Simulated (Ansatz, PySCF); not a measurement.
CH₄ClNOSi₂, SMILES Cl[Si@H]1OC=N[SiH2]1. Atoms are numbered in the order given.

```xyz
10

Cl     1.8890    -0.7952    -1.0509
Si     0.7500    -0.1102     0.5281
O      0.2311     1.4869     0.1520
C     -1.0896     1.6526    -0.0977
N     -1.9983     0.7745    -0.0007
Si    -1.4768    -0.8278     0.5226
H      1.6316     0.0009     1.7156
H     -1.3016     2.6894    -0.4045
H     -1.8051    -1.8782    -0.4792
H     -2.0545    -1.1763     1.8515
```
Charge 0, spin multiplicity 1.

Geometry optimised at PBE0-D3(BJ)/def2-SVP. The structure was generated by enumeration; whether it is a known compound was not checked.

Two levels are set side by side: PBE-D3(BJ)/def2-SVP (Ansatz, an electronic-structure program) and PBE0-D3(BJ)/def2-SVP (Ansatz). Each level has its own optimised geometry; the coordinates shown are those of the second. Frequencies come from the Hessian of PySCF at each geometry. Differences are taken from unrounded values.

```
quantity                            PBE0-D3(BJ)  PBE-D3(BJ)  PBE-D3(BJ) minus PBE0-D3(BJ)
----------------------------------  -----------  ----------  ----------------------------
mean bond length (Å)                      1.607       1.621                         0.013
bond Cl1–Si2 (Å)                          2.064       2.079                         0.015
bond Si2–O3 (Å)                           1.721       1.744                         0.023
bond Si2–Si6 (Å)                          2.340       2.351                         0.011
bond O3–C4 (Å)                            1.354       1.370                         0.015
bond C4–N5 (Å)                            1.267       1.280                         0.013
bond N5–Si6 (Å)                           1.764       1.779                         0.014
bond Si2–H7 (Å)                           1.483       1.495                         0.012
bond C4–H8 (Å)                            1.102       1.111                         0.009
bond Si6–H9 (Å)                           1.488       1.499                         0.011
bond Si6–H10 (Å)                          1.490       1.501                         0.011
highest harmonic wavenumber (cm⁻¹)         3145        3042                          -104
mean harmonic wavenumber (cm⁻¹)            1002         961                           -41
zero-point energy (kcal/mol)              34.38       32.97                         -1.40
```

Exact exchange shortens and stiffens bonds; PBE has none. Differences between two approximate levels are no errors against the true value.
